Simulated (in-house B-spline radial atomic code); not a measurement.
Checks on a self-consistent run for Cs⁴⁺, [Kr] 4d10 5s2 (5p1/2)2 (5p3/2)1. Computed with a radial B-spline atomic code at the basis-set limit: Dirac-Hartree-Fock, average of the jj configuration, Fermi nucleus of rms radius 4.8041 fm.

```csv
orbital,q,ε (Eh),<1/r>,<r²>,small-component weight
1s1/2,2,-1331.54700,59.3975,0.000924762,0.041207
2s1/2,2,-213.98062,13.94,0.0147412,0.0088932
2p1/2,2,-200.84984,13.8829,0.0109102,0.0088827
2p3/2,4,-187.85070,12.7235,0.0121794,0.008404
3s1/2,2,-47.37525,5.01461,0.101115,0.0026902
3p1/2,2,-41.85710,4.91578,0.0962019,0.0026216
3p3/2,4,-39.29473,4.63115,0.103862,0.0024938
3d3/2,4,-29.71729,4.47748,0.0864013,0.0023598
3d5/2,6,-29.18085,4.40456,0.0885951,0.0023218
4s1/2,2,-10.89703,2.02026,0.543091,0.00077202
4p1/2,2,-8.83677,1.91429,0.589157,0.00071069
4p3/2,4,-8.29336,1.82351,0.634319,0.00067096
4d3/2,4,-4.86662,1.59402,0.791797,0.00053404
4d5/2,6,-4.77092,1.57347,0.806567,0.00052461
5s1/2,2,-2.65210,0.786337,3.08272,0.00016418
5p1/2,2,-2.10039,0.705173,3.76772,0.00013601
5p3/2,1,-2.04311,0.681687,3.99532,0.00013025
```

Electron-electron repulsion V_ee = 2776.9917 hartree.

Problem. What total energy follows from the eigenvalues?

Solution. The eigenvalues count the repulsion twice, so E = Σqε - V_ee = -5006.037 - 2776.992 = -7783.028 hartree; the run printed -7783.028.

Problem. Does the Dirac virial theorem hold?

Solution. For a point nucleus E = -2c²Σq·w, with w the small-component weight. Here Σq·w = 0.20721 and c = 137.0360, so the ratio E/(-2c²Σq·w) is 1.000069; the finite nucleus accounts for the departure from 1.

Problem. What diamagnetic shielding (Lamb formula) and susceptibility (Langevin formula) do the radii give?

Solution. σ = (α²/3)Σq<1/r> = 342.702/(3·137.036²) = 6083.1 ppm, and χ = -0.79199×10⁻⁶·Σq<r²> = -25.58×10⁻⁶ cm³/mol with Σq<r²> = 32.294 bohr². Both are non-relativistic formulas without the paramagnetism of open shells; for so heavy an element the full relativistic shielding is larger by tens of per cent.
